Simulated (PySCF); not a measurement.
## UHF on Nd³⁸⁺ (neodymium, charge +38)

Configuration: [Ar] 3d4, high-spin 5D determinant. Calculation: PySCF 2.14, in an uncontracted even-tempered set (16 s from 6.9 bohr⁻², ratio 2.5; 11 p from 9 bohr⁻², ratio 2.5; 7 d from 9 bohr⁻², ratio 2.5; 4 f from 34 bohr⁻², ratio 2.7; 3 g from 50 bohr⁻², ratio 2.7); the non-relativistic Hamiltonian (point nucleus).

```
Total energy                                                  : -8204.077108 hartree
One-electron energy                                           : -9496.2597 hartree
Hartree (Coulomb) energy                                      : 1439.2346 hartree
Exchange energy                                               : -147.0520 hartree
Kinetic energy                                                : 8205.27153 hartree
⟨S²⟩                                                          : 6.0003
⟨L²⟩                                                          : 6.002
Sum of ⟨r⟩                                                    : 3.747 bohr
Sum of ⟨r²⟩                                                   : 0.9199 bohr²
Traceless quadrupole moment −½Σ⟨3z² − r²⟩ along its main axis : -0.0150 e·bohr²
Density at the nucleus (Gaussians lack the cusp)              : 151000 bohr⁻³
Spin density at the nucleus                                   : -4.39 bohr⁻³
```

| shell | electrons | mean orbital energy (hartree) | spread (hartree) | rms radius, mean of both spins (bohr) |
| --- | --- | --- | --- | --- |
| 1s α | 1 | -1598.98711 | 0 | 0.0293 |
| 1s β | 1 | -1598.96297 | 0 | 0.0293 |
| 2s α | 1 | -313.38886 | 0 | 0.116 |
| 2s β | 1 | -312.23415 | 0 | 0.116 |
| 2p α | 3 | -300.75250 | 0.06399 | 0.100 |
| 2p β | 3 | -299.66797 | 0.26257 | 0.100 |
| 3s α | 1 | -114.86799 | 0 | 0.282 |
| 3s β | 1 | -113.77291 | 0 | 0.282 |
| 3p α | 3 | -109.63973 | 0.13358 | 0.272 |
| 3p β | 3 | -108.18141 | 0.31989 | 0.272 |
| 3d α | 4 | -101.23893 | 0.32525 | 0.238 |

A non-relativistic calculation at this Z misses sizeable relativistic shifts. Spin-orbit coupling is strong in this species (close to jj coupling), so the high-spin LS determinant is a model state, not a physical level.

Spin-orbit constants ζ (cm⁻¹) from the X2C one-electron operator on these orbitals (non-relativistic here): bare nucleus, nucleus screened by l(l+1)(2l+1)/3 electrons, and screened by the Breit-Pauli mean field of the electrons.

```
shell     bare  screened nucleus  mean field
   2p  2236000           2161000     2124000
   3p   506000            489100      480300
   3d    99370             82810       82020
```

To first order the Landé constant is A = 20510 cm⁻¹, so the lowest level has J = 0 and lies 15.3 eV below the centre of the term. This holds in LS coupling only, and this species is close to jj coupling.
